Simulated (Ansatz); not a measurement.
Geometry optimisation, RKS PBE/def2-SVP in Ansatz 0.2.0.

input.yaml

```yaml
crystal:
  periodic: [false, false, false]
  atoms:
    - { symbol: Mo, position_ang: [-0.144031, -0.094388, -0.064832] }
    - { symbol: Cl, position_ang: [-0.040731, -0.02236, 2.234975] }
    - { symbol: Cl, position_ang: [2.153451, -0.18476, -0.248249] }
    - { symbol: Cl, position_ang: [-0.192512, 2.197195, -0.268454] }
    - { symbol: Cl, position_ang: [-2.454408, -0.164943, -0.016706] }
    - { symbol: F, position_ang: [-0.16052, -1.958331, -0.001999] }
    - { symbol: F, position_ang: [-0.221896, -0.22836, -1.923865] }
    - { symbol: H, position_ang: [1.630036, 1.656062, 1.349113] }
    - { symbol: H, position_ang: [1.783212, 1.790686, 2.042016] }
basis:
  gaussian: { orbitals: def2-SVP }
hamiltonian:
  xc: pbe
relax:
  f_tol: 0.03
  max_steps: 50
output:
  orbitals: {}
```

Run as:

```bash
$ ansatz run input.yaml --threads 4 --pin off --max-ram 5120MiB --backend cpu --events-out ev --progress --plain --runs-dir out
```

Task: Where does it end, and by what steps?

Result: The run converged. The force dipped under the threshold on the way, but the program's further checks kept it going. After 11 steps the energy has fallen by 0.394 eV; H8 moved furthest, 1.25 Å.

| step | energy less start (eV) | largest force component (eV/Å) | accepted |
| --- | --- | --- | --- |
| 0 | 0.0000 | 1.756 | yes |
| 1 | -0.2229 | 0.239 | yes |
| 2 | -0.3146 | 0.160 | yes |
| 3 | -0.3648 | 0.069 | yes |
| 4 | -0.3833 | 0.102 | yes |
| 5 | -0.3908 | 0.081 | yes |
| 6 | -0.3911 | 0.230 | yes |
| 7 | -0.3938 | 0.027 | yes |
| 8 | -0.3936 | 0.182 | no |
| 9 | -0.3941 | 0.011 | yes |
| 10 | -0.3942 | 0.040 | yes |
| 11 | -0.3943 | 0.027 | yes |

```xyz
9
Properties=species:S:1:pos:R:3
Mo -0.339 -0.274 -0.214
Cl -0.267 -0.223 2.083
Cl 1.967 -0.317 -0.348
Cl -0.361 2.018 -0.365
Cl -2.648 -0.346 -0.188
F -0.325 -2.138 -0.170
F -0.402 -0.396 -2.073
H 2.516 2.383 1.839
H 2.212 2.283 2.538
```

The run took 28 s on 4 threads of Arm Neoverse V2, with other jobs on the host, peak memory 0.23 GiB.
